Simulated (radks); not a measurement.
Valence configurations of As III (all share [Ar]). Method: scalar-relativistic Kohn-Sham, LDA (Slater exchange, Perdew-Wang correlation), spin-polarised, spherical densities, finite nucleus; open shells are filled with parallel spins first; Fermi nuclear charge, rms radius 4.0968 fm; computed with a radial shooting solver on a logarithmic mesh with Libxc functionals. Order these by energy: 3d10 4s2 4p1; 3d10 4s1.5 4p1.5; 3d10 4s1 4p2; 3d9.5 4s2 4p1.5; 3d9.5 4s1.5 4p2; 3d9 4s2 4p2; 3d8 4s2 4p3; 3d8 4s1 4p4; 3d10 4p3.

Answer. From the lowest, in eV above it: 3d10 4s2 4p1 0.000; 3d10 4s1.5 4p1.5 4.684; 3d10 4s1 4p2 8.839; 3d10 4p3 19.923; 3d9.5 4s2 4p1.5 20.359; 3d9.5 4s1.5 4p2 24.983; 3d9 4s2 4p2 42.720; 3d8 4s2 4p3 93.683; 3d8 4s1 4p4 106.01. NIST lists [Ar] 3d10 4s2 4p1 as the ground configuration; this level of theory agrees among the configurations tried. The energies are those of spherical high-spin densities, not of single terms.
